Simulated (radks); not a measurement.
Question: Successive ionisation energies (eV) of one element, from differences of total energies of ions in their ground configurations, starting at charge 11: 206.54, 227.86, 249.64, 271.74, 380.39. Method: scalar-relativistic Kohn-Sham, SCAN, spin-unpolarised, spherical densities, finite nucleus; meta-GGA in the generalised Kohn-Sham scheme; Fermi nuclear charge, rms radius 5.5211 fm; computed with a radial shooting solver on a logarithmic mesh with Libxc functionals. Which element is it?

Answer: Bismuth (Z = 83). The first species listed is Bi11+ in [Xe] 4f14 5d4, the last Bi15+ in [Xe] 4f14.
